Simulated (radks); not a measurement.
Results of a calculation; reference values are marked as such.
Valence configurations of La I (all share [Xe]). Level of theory: scalar-relativistic Kohn-Sham, SCAN, spin-polarised, spherical densities, finite nucleus; open shells are filled with parallel spins first (spin-orbit coupling, left out, can overturn this in heavy ions); meta-GGA in the generalised Kohn-Sham scheme; Fermi nuclear charge, rms radius 4.855 fm (a radial shooting solver on a logarithmic mesh with Libxc functionals). Energies are relative to 5d1 6s2; eigenvalues in eV for spin up.

valence,E (eV),moment (Bohr magnetons),e(4f),e(5d),e(6p),e(6s)
5d2 6s1,-0.322,3,-,-2.556,-,-3.771
5d1 6s2,0.000,1,-,-3.411,-,-3.875
5d1 6s1.5 6p0.5,0.920,2,-,-3.877,-1.838,-4.435
5d0.5 6s2 6p0.5,1.063,1,-,-4.187,-1.930,-4.517
5d1 6s1 6p1,1.409,3,-,-4.206,-2.153,-4.868
4f1.5 5d1 6p0.5,4.761,3,-0.216,-3.197,-2.153,-
4f2 5d1,5.743,3,-0.329,-3.511,-,-

NIST lists [Xe] 5d1 6s2 as the ground configuration; this level of theory puts 5d2 6s1 lower, by 0.322 eV. The energies are those of spherical high-spin densities, not of single terms. No valid solution was reached for [Xe] 4f1 5d1 6s1; [Xe] 4f1 6s2; [Xe] 4f1 5d0.5 6s1.5.
